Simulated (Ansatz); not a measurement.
Basis-set extrapolation for `COB(O)F` (PBE0-D4/def2-TZVP geometry, frozen core, the Gaussian-basis code of Ansatz). Multiplicity 1, RHF reference.

|  | def2-TZVPP | def2-QZVPP |
| --- | --- | --- |
| HF | -314.356813 | -314.371658 |
| MP2 correlation | -0.987461 | -1.068324 |
| CCSD(T) correlation | -1.041380 | -1.117755 |

Energies in hartree. Use E(X) = E(∞) + A·exp(−7.88·√X) for Hartree–Fock and E(X) = E(∞) + B·X^(−2.97) for correlation, with X = 3 and 4.

Task: What is the CCSD(T) energy at the basis-set limit?

Result: HF limit: -314.371658 + (-0.014845) × 0.13774 = -314.37370. Correlation limit: -1.117755 + (-0.076375) × 0.74074 = -1.17433. Total: -315.54803 hartree, 94.0 kcal/mol below CCSD(T)/def2-TZVPP.
